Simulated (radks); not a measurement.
Results of a calculation; reference values are marked as such.
How relativity changes the ionisation of neutral tantalum ([Xe] 4f14 5d3 6s2) to Ta+ ([Xe] 4f14 5d3 6s1). Spin-unpolarised spherical Kohn-Sham, BLYP, point nucleus unless stated (finite: rms radius 5.3507 fm), a radial shooting solver on a logarithmic mesh with Libxc functionals. A level marked "c x" has the speed of light scaled by that factor and shares open shells by 2j + 1; other Dirac levels either fill j = l - 1/2 first or share by 2j + 1.

\begin{tabular}{lrrrrr}
level & E(Ta) (hartree) & E(Ta+) (hartree) & IE (eV) & HOMO & <r> HOMO (bohr) \\ \hline
non-rel. & -14804.2845 & -14804.0155 & 7.321 & 6s & 3.644 \\
scalar-rel. & -15605.4940 & -15605.1856 & 8.394 & 5d & 2.263 \\
scalar-rel., finite nucleus & -15603.2176 & -15602.9092 & 8.391 & 5d & 2.263 \\
Dirac, 2j+1 shares & -15626.8409 & -15626.5324 & 8.396 & 5d5/2 & 2.313 \\
Dirac, low j first & -15626.8790 & -15626.5740 & 8.300 & 5d3/2 & 2.224 \\
Dirac, 2j+1 shares, finite nucleus & -15624.5442 & -15624.2357 & 8.394 & 5d5/2 & 2.312 \\
Dirac, c x 1.25 & -15301.0721 & -15300.7802 & 7.944 & 5d5/2 & 2.243 \\
Dirac, c x 3 & -14884.2252 & -14883.9527 & 7.416 & 5d5/2 & 2.155 \\
Dirac, c x 100 & -14804.3554 & -14804.0864 & 7.321 & 6s1/2 & 3.644 \\
\end{tabular}

NIST Atomic Spectra Database: 7.550 eV (measured). The relativistic part of the total energy of Ta is -820.3 hartree (Dirac, 2j+1 shares, finite nucleus), 5.5 % of the non-relativistic value. Spin polarisation and multiplet splitting of open shells are left out at every level.

Beside tabulated values, note that relativity, absent from the non-relativistic runs, is large for the heavy elements, and spin-unpolarised runs miss the spin-polarisation part of the exchange energy of open shells.
